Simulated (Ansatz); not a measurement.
Mulliken charges of CH₄BFO, SMILES `OCBF` from B3LYP/def2-TZVPP in Ansatz (PBE0-D4/def2-TZVP geometry).

```json
{"atom": "O1", "x (Å)": "0.158", "y (Å)": "1.290", "z (Å)": "-0.913", "charge (e)": "-0.349"}
{"atom": "C2", "x (Å)": "0.385", "y (Å)": "0.449", "z (Å)": "0.203", "charge (e)": "0.035"}
{"atom": "B3", "x (Å)": "-0.477", "y (Å)": "-0.851", "z (Å)": "0.268", "charge (e)": "0.207"}
{"atom": "F4", "x (Å)": "-0.395", "y (Å)": "-1.626", "z (Å)": "1.336", "charge (e)": "-0.231"}
{"atom": "H5", "x (Å)": "-0.117", "y (Å)": "0.748", "z (Å)": "-1.655", "charge (e)": "0.184"}
{"atom": "H6", "x (Å)": "0.202", "y (Å)": "1.042", "z (Å)": "1.109", "charge (e)": "0.089"}
{"atom": "H7", "x (Å)": "1.449", "y (Å)": "0.158", "z (Å)": "0.273", "charge (e)": "0.081"}
{"atom": "H8", "x (Å)": "-1.205", "y (Å)": "-1.209", "z (Å)": "-0.621", "charge (e)": "-0.017"}
```

Question: By hand: the dipole of these point charges (1 e Å = 4.8032 D).

Answer: Σ q r = (0.085, 0.029, -0.101) e Å, of length 0.135 e Å = 0.65 D.

Question: How does the dipole of the full density compare? (Best estimate.)

Answer: Ansatz gave: (0.002, -0.162, -0.116) e Å, 0.96 D; the point charges give 0.68 times that, at 75° from its direction.

Point charges leave out the atoms' own dipoles, such as those of lone pairs, and Mulliken's split depends on the basis, so the two needn't agree.

B3LYP here is the variant with VWN-RPA as its local correlation; programs differ in this.
